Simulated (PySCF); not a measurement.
# Spinor energies of Re²⁺ (rhenium, charge +2)

Start: [Xe] 4f14 5d5; 5d5/2 filled at m_j = -3/2, -1/2, +1/2, +3/2, +5/2. Calculated with PySCF 2.14 in x2c-SVPall-2c with one added diffuse shell each of s, d type (8s9p10d2f, 99 functions): generalised Hartree-Fock with the X2C-1e Hamiltonian and a Gaussian nucleus; one run each with spin-orbit coupling (SO) switched off, then screened by Boettger's factors. This is a chosen level, not necessarily the ground level.

```tsv
spinor shell	electrons	ε, spin-free (eV)	ε, screened SO (eV)	weight of nominal j (screened SO)	rms radius, screened SO (bohr)
1s1/2	2	-72080.2	-72057.4	1.000	0.0204
2s1/2	2	-12654.6	-12647.5	1.000	0.0824
2p1/2	2	-11051.3	-12081.7	1.000	0.0700
2p3/2	4	-11051.3	-10636.0	1.000	0.0775
3s1/2	2	-3006.0	-3003.6	1.000	0.210
3p1/2	2	-2525.1	-2751.5	1.000	0.202
3p3/2	4	-2525.1	-2432.1	1.000	0.217
3d3/2	4	-1973.1	-2012.5	1.000	0.192
3d5/2	6	-1973.1	-1944.4	1.000	0.196
4s1/2	2	-673.65	-672.90	1.000	0.468
4p1/2	2	-513.12	-566.36	1.000	0.476
4p3/2	4	-513.12	-491.04	1.000	0.509
4d3/2	4	-307.51	-315.58	0.999	0.532
4d5/2	6	-307.51	-301.36	0.999	0.543
5s1/2	2	-117.19	-117.04	1.000	1.12
5p1/2	2	-73.977	-83.357	0.908	1.28
4f5/2	6	-76.756	-77.911	0.979	0.638
4f7/2	8	-76.756	-75.270	0.984	0.638
5p3/2	4	-73.977	-69.799	0.954	1.31
5d5/2	5	-28.351	-28.305	0.506	1.90
```

```csv
quantity,spin-free,screened SO
E (hartree),-16678.34648,-16698.92705
M_J,5/2,5/2
⟨J²⟩,8.752,8.754
⟨L²⟩,0.000,0.251
⟨S²⟩,8.752,8.515
```

Each row is a mean over spinors that exchange with the open shell spreads, by up to 8.535 eV (5p3/2).

Rows whose weight is well below 1 are mixtures of j = l ± 1/2: exchange outweighs spin-orbit coupling there, and the label is only the starting occupation.

Breit and QED terms are absent; they matter most for the inner s and p1/2 levels.

Densities and radii are taken from the X2C orbitals without a picture-change correction, which distorts them close to the nucleus.

Without spin-orbit coupling the j labels of p, d and f shells carry no meaning; the spin-free column gives the mean over the occupied spinors of each nl shell.
